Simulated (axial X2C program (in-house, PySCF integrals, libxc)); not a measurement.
**What spin–orbit coupling does to AlNi**

Calculated with an axial X2C code built on PySCF integrals. Spin-free means the one-electron spin-free X2C Hamiltonian; two-component (2c) means X2C with spin–orbit coupling and atomic mean-field two-electron Coulomb and Gaunt terms, so the difference of the two also holds small scalar two-electron terms. Basis: Ni dyall-cv3z [9s9p6d3f2g], Al dyall-v3z [8s8p2d1f] (cores contracted in-house); Gaussian nuclei, density fitting, unrestricted open shells. Masses: Ni 57.935 u, Al 26.982 u.

Spin-free state: M_S = 1/2, Λ = 2 (beyond evenly filled blocks: δ+α, δ+β, δ-α); fragments Ni + Al.

| level | Re (Å) | ωe (cm⁻¹) | De (eV) | μ (D) |
| --- | --- | --- | --- | --- |
| PBE0 | 2.347 | 301.5 | 2.016 | -0.05 |
| HF | 2.578 | 199.0 | -1.064 | 0.08 |
| CCSD | 2.337 | 307.8 | 1.677 | n/a |
| CCSD(T) | 2.304 | 333.2 | n/a | n/a |
| BLYP | 2.351 | 301.3 | 2.376 | 0.69 |

Correlated methods: 13 electrons correlated (number of frozen shells: Ni 3 s, 2 p; Al 2 s, 1 p), 221 virtual spin orbitals or spinors in MP2, 90 natural virtuals in coupled cluster.

Dipoles are positive if Al is the positive end.

(1) Within this multiplet, which Ω should lie lowest by the rule for regular and inverted multiplets?

Two-component determinant lowest at the distance of the search:

Ω = 5/2 (⟨Sz⟩ = 0.50, ⟨Lz⟩ = 2.00 at HF); fragments Ni + Al.

| level | Re (Å) | ωe (cm⁻¹) | De (eV) | μ (D) |
| --- | --- | --- | --- | --- |
| PBE0 | 2.348 | 301.4 | n/a | -0.05 |
| HF | 2.578 | 198.9 | -1.100 | 0.08 |
| CCSD | 2.337 | 307.8 | 1.630 | n/a |
| CCSD(T) | 2.304 | 333.2 | n/a | n/a |
| BLYP | 2.352 | 301.1 | n/a | 0.69 |

(2) From the two tables, how do the constants change at the CCSD(T) level (2c against spin-free)?

The state is a single determinant with fixed occupations, the lowest that a limited PBE0 search found. Dissociation energies refer to the lowest single-determinant-based atoms at the same level and basis. De is not given where an atomic determinant may have missed its ground term or J level, or where the truncated virtual space spoils (T). Density functionals use the spin component along the axis (collinear). CCSD and (T) use frozen natural virtuals with an MP2 correction for the truncation; (T) itself is uncorrected, so its De runs slightly low. PBE0 can misorder states that lie within some tenths of an eV, so this need not be the ground state of the molecule. The nearest other spin-free determinant of the search, M_S = 1/2, Λ = 1, lies 0.23 eV up at the distance of the search. Without a current term, density functionals place determinants with orbital angular momentum somewhat too high. At some level and bond length an empty orbital lies below a filled one. The determinant is spin-polarised beyond a pure state at some levels (its spin-free form has ⟨S²⟩ too high), which makes Re and μ there less reliable. The T1 diagnostic is large, a sign of multireference character.

Results:

(1) The open δ shell holds three electrons, one hole, so the multiplet is inverted: Ω = Λ + 1/2 = 5/2. The PBE0 2c search agrees.

(2) At the CCSD(T) level Re is unchanged within 0.001 Å and ωe stays the same within 0.2 cm⁻¹.
